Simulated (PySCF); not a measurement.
Excitations are Tamm–Dancoff values on a coarser integration grid. The basis has no diffuse functions, so Rydberg states are missing or too high.

Cartesian coordinates (Å):
SMILES: N[SiH2][Si@@H](O)[SiH3]
```xyz
14

N      1.8360    -0.8562    -1.1415
Si     1.1296    -0.0909     0.2598
Si    -1.0438     0.3847    -0.5023
O     -1.3063    -0.7833    -1.6589
Si    -2.6901     0.2860     1.1585
H      2.0518    -0.2732    -1.9395
H      2.5927    -1.5101    -0.9934
H      1.8721     1.0902     0.7952
H      1.1274    -1.1321     1.3224
H     -1.0925     1.7461    -1.1205
H     -0.4966    -1.2675    -1.8738
H     -4.0555     0.4839     0.6025
H     -2.6492    -1.0233     1.8629
H     -2.4291     1.3626     2.1540
```
Charge 0, spin multiplicity 1.

**Question.** What is the computed dipole moment, S1–T1 gap (TDA) and HOMO (r2SCAN-D4/def2-TZVP in PySCF)?

**Answer.** 
```yaml
dipole_moment: 0.583 e·Å
S1–T1 gap (TDA): 0.65 eV
HOMO: -6.40 eV
```
